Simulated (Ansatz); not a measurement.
Cost and result for the atomization energy of `C1=[N][SnH2][NH]1` (8 atoms, 8 bonds).

```xyz
8

C    -1.2211   -0.0305   -0.2361
N    -0.6739    0.6320   -1.2028
Sn    1.1584    0.3620   -0.2722
N    -0.4382   -0.4380    0.8071
H    -2.2949   -0.2509   -0.2286
H     1.9761    1.6377    0.5147
H     2.2496   -0.8055   -0.8723
H    -0.7560   -1.1068    1.4902
```

Charge 0, multiplicity 1. Correlated methods include outer-core shells of Sn, which these sets cover unevenly. Sn takes the def2 core potential. The structure was optimised at the PBE0-D4/def2-TZVP level. Program: Ansatz. All runs use 2 threads of an Arm Neoverse V2 on a shared host. Times are those of one run each, without the atoms' runs, and a repeat can differ threefold. Electronic energies, without spin–orbit coupling; frozen cores. CCSD(T)/CBS adds CCSD(T) − MP2 in def2-TZVPP to the MP2 limit, and its time is that of the two runs behind it. T1 = 0.016. With those shells the extrapolation isn't a true limit. B3LYP takes the VWN-RPA correlation (the form of Gaussian; ORCA's B3LYP/G).

CCSD(T)/CBS is a level of theory with its own doubt, some kJ/mol a heavy atom from the limit and from the frozen cores, so smaller differences don't rank the functionals.

```
                            level  functions  wall time  atomization (kJ/mol)  difference from CCSD(T)/CBS  per bond
           LDA (SPW92)/def2-TZVPP        199      1.3 s                3131.3                        488.8      61.1
             revPBE-D4/def2-TZVPP        199      2.1 s                2650.9                          8.4       1.1
  PBE-D4/def2-TZVPP (with forces)        199      2.7 s                2739.4                         96.9      12.1
               PBE0-D4/def2-TZVPP        199        3 s                2638.8                         -3.7      -0.5
              BHLYP-D4/def2-TZVPP        199      3.1 s                2503.8                       -138.7     -17.3
B3LYP-D4/def2-TZVPP (with forces)        199      4.4 s                2638.8                         -3.7      -0.5
            r2SCANh-D4/def2-TZVPP        199      5.5 s                2591.3                        -51.2      -6.4
                 CCSD(T)/def2-SVP         88      5.5 s                2393.4                       -249.1     -31.1
               ωB97X-V/def2-TZVPP        199      8.5 s                2659.0                         16.5       2.1
 ωB97M-V/def2-TZVPP (with forces)        199       12 s                2639.8                         -2.7      -0.3
                   MP2/def2-QZVPP        373       18 s                2642.1                         -0.4       -0.1
               CCSD(T)/def2-TZVPP        199      120 s                2539.4                       -103.1     -12.9
                CCSD(T)/CBS(def2)          –    2.2 min                2642.5                          0.0       0.0
```

From r2SCAN to r2SCAN0 (25 % exact exchange), in def2-TZVPP and without D4, the atomization energy moves by −80.0 kJ/mol: exact exchange takes away binding that semilocal exchange gives to molecules. At CCSD(T), def2-SVP lies −249.1 kJ/mol from the extrapolated value and def2-TZVPP −103.1 kJ/mol: correlation converges slowly with the basis, and small sets miss more of it in the bonded molecule than in its fragments. The D4 term adds +27.2 kJ/mol with B3LYP and +13.9 kJ/mol with PBE0; it sums over pairs of atoms, weighted by their polarisabilities, and B3LYP, whose exchange is more repulsive, gets the larger term.

Spin–orbit coupling would lower the free Sn atoms strongly, and the atomization energy with them, by more than many differences here. For some Ge, Se and Sn compounds the MP2-based and the directly extrapolated limit differ by 10 to 25 kJ/mol.
